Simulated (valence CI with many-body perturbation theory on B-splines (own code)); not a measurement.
**From CI to CI+MBPT in Mg6+**

Level of theory: configuration interaction combined with many-body perturbation theory (CI+MBPT): four valence electrons over a frozen Dirac-Fock core [He], a basis of 11 s, 11 p, 9 d, 7 f, 5 g, 2 h, 1 i functions for each j, with the one-electron correlation potential Σ1, the two-electron term Σ2, the three-electron term Σ3, Breit, model QED; selected CI, second order for the rest, scaled by the run's own slope (own B-spline code, finite nucleus).

Against 44 measured levels this calculation errs by 138 cm⁻¹ on average and by 327 at most. These come from a selection out of NIST levels in Kelleher and Podobedova, J. Phys. Chem. Ref. Data 37, 267 (2008). Levels without a partner in it may be off by more. Among the levels kept, up to 260 cm⁻¹ of a level comes from second order outside the variational space, and about a tenth of that is noise between levels of different J, which matters for small intervals.

Each rung adds one term. CI alone is the Dirac-Coulomb CI over the frozen core; QED comes last and gives the full result, which names the levels. Energies are above 2s²2p² ³P_0 on the same rung, in eV.

```
        Level  CI alone    + Σ1    + Σ2    + Σ3  + Breit    Full
  2s²2p² ³P_1      0.15    0.15    0.15    0.15     0.14    0.14
  2s²2p² ³P_2      0.40    0.41    0.41    0.41     0.36    0.36
  2s²2p² ¹D_2      5.12    5.12    5.14    5.12     5.09    5.09
  2s²2p² ¹S_0     10.55   10.55   10.64   10.60    10.58   10.58
  2s2p³ ⁵S°_2     14.78   14.67   14.65   14.66    14.64   14.62
  2s2p³ ³D°_3     29.11   29.00   28.96   28.94    28.89   28.87
  2s2p³ ³D°_2     29.10   28.99   28.95   28.93    28.91   28.89
  2s2p³ ³D°_1     29.10   29.00   28.95   28.93    28.92   28.90
  2s2p³ ³P°_1     34.29   34.19   34.16   34.13    34.12   34.10
  2s2p³ ³P°_2     34.29   34.19   34.17   34.14    34.12   34.10
  2s2p³ ³P°_0     34.29   34.18   34.16   34.13    34.12   34.10
  2s2p³ ¹D°_2     44.36   44.26   44.08   44.02    43.99   43.97
  2s2p³ ³S°_1     45.44   45.33   45.04   44.97    44.95   44.93
  2s2p³ ¹P°_1     49.65   49.55   49.39   49.32    49.30   49.28
     2p⁴ ³P_2     67.82   67.61   67.37   67.31    67.30   67.25
     2p⁴ ³P_1     68.08   67.87   67.63   67.57    67.55   67.51
     2p⁴ ³P_0     68.20   67.99   67.75   67.69    67.66   67.62
     2p⁴ ¹D_2     72.01   71.80   71.60   71.54    71.51   71.47
     2p⁴ ¹S_0     82.18   81.99   81.79   81.72    81.72   81.67
2s²2p3s ³P°_0    129.76  129.95  129.94  129.91   129.87  129.88
2s²2p3s ³P°_1    129.88  130.07  130.06  130.02   129.98  129.99
2s²2p3s ³P°_2    130.19  130.38  130.38  130.34   130.27  130.28
2s²2p3s ¹P°_1    131.47  131.66  131.64  131.60   131.53  131.54
 2s²2p3p ¹P_1    136.76  136.92  136.91  136.87   136.82  136.82
 2s²2p3p ³D_1    137.48  137.65  137.63  137.60   137.55  137.56
 2s²2p3p ³D_2    137.61  137.78  137.77  137.73   137.68  137.68
 2s²2p3p ³D_3    137.89  138.05  138.04  138.00   137.93  137.93
 2s²2p3p ³S_1    138.71  138.87  138.86  138.82   138.77  138.77
 2s²2p3p ³P_0    139.26  139.42  139.39  139.36   139.32  139.32
 2s²2p3p ³P_1    139.39  139.55  139.52  139.49   139.44  139.44
 2s²2p3p ³P_2    139.53  139.69  139.67  139.63   139.57  139.57
```

Q: How does the ionisation energy move along the ladder, and which term matters most?

A: CI alone 224.93, + Σ1 225.14, + Σ2 225.12, + Σ3 225.08, + Breit 225.04, + QED 225.04 eV. The largest step is Σ1, 0.20 eV. NIST lists 225.02 ± 0.06 eV (semi-empirical).
